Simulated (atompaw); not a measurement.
**u(r) = r·R(r): atom against pseudo-atom (Mn (Z = 25))**

Columns: radius, all-electron u(r) and pseudo u(r) of the 3s shell (level -121.41 eV) of manganese in the configuration [Ne] 3s2 3p6 3d4 4s0 4p0; LDA (PW92), scalar-relativistic, PAW (atompaw) scheme, atompaw 4.2.0.5.

```csv
r (bohr),all-electron,pseudo
0.077,0.0273,0.2304
0.154,-0.5792,0.4518
0.231,-0.5829,0.6560
0.308,-0.2140,0.8357
0.385,0.2502,0.9848
0.462,0.6574,1.0993
0.538,0.9484,1.1762
0.615,1.1266,1.2174
0.692,1.2053,1.2232
0.769,1.2093,1.1972
0.846,1.1622,1.1442
0.923,1.0834,1.0700
1.000,0.9873,0.9809
1.077,0.8844,0.8832
1.154,0.7816,0.7828
1.231,0.6834,0.6849
1.308,0.5922,0.5930
1.385,0.5095,0.5097
1.462,0.4356,0.4356
1.538,0.3713,0.3713
1.615,0.3144,0.3144
1.692,0.2651,0.2651
1.769,0.2228,0.2228
1.846,0.1866,0.1866
1.923,0.1559,0.1559
2.000,0.1299,0.1299
```

Q: How many radial nodes do the two functions have?

A: The all-electron 3s function has n − l − 1 = 2; the pseudo-wave has 0, since the states of the same l below it are removed with the core.

Q: At about which radius was the pseudo-wave matched?

A: 1.45 bohr, where the columns begin to agree (steps of 0.08 bohr).

Q: Where does each function peak?

A: Outermost all-electron maximum near 0.77 bohr, pseudo maximum near 0.69 bohr (to the table’s step).

Q: Is the pseudo-wave norm-conserving?

A: No, it belongs to a PAW set: the norm inside the radius is not constrained, and the difference is carried by the augmentation charge.
